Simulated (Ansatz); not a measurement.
Reaction (isomerisation): `CCCCCC(C)(C)C` → `CC(C)C(C)C(C)(C)C`

Program: Ansatz. Geometries: PBE0-D4/def2-TZVP. ΔE: electronic, gas phase. CCSD(T)/CBS is the MP2 limit (def2-TZVPP, def2-QZVPP) plus CCSD(T) − MP2 in def2-TZVPP, frozen cores. DFT in def2-TZVPP. B3LYP here is the variant with VWN-RPA as its local correlation; programs differ in this. HSE06 is defined as in plane-wave codes. One conformer a species, not always the lowest.

| level | ΔE (kJ/mol) | difference from CCSD(T)/CBS |
| --- | --- | --- |
| B3LYP-D4 | 12.3 | 5.1 |
| HSE06-D4 | 12.4 | 5.2 |
| ωB97X-V | 10.2 | 3.0 |
| PBE | 18.9 | 11.7 |
| r2SCAN | 12.4 | 5.2 |
| r2SCAN0 | 13.6 | 6.4 |
| LC-ωPBE | 16.4 | 9.2 |
| RPA@PBE/def2-TZVPP | 6.4 | -0.8 |
| CCSD(T)/def2-SVP | 8.7 | 1.5 |
| MP2/def2-TZVPP | 2.8 | -4.4 |
| CCSD(T)/CBS | 7.2 | 0 |

Largest T1 diagnostic among the species: 0.009.

In def2-TZVPP, CCSD(T) changes the Hartree–Fock value by −25.1 kJ/mol (the triples alone add −4.0 kJ/mol) and MP2 by −28.5 kJ/mol. The D4 term adds −12.0 kJ/mol with B3LYP and −6.8 kJ/mol with PBE0; it sums over pairs of atoms, weighted by their polarisabilities, and B3LYP, whose exchange is more repulsive, gets the larger term.

CCSD(T)/CBS has its own doubt, a few kJ/mol and more with outer-core shells, so smaller differences from it don't rank the levels.
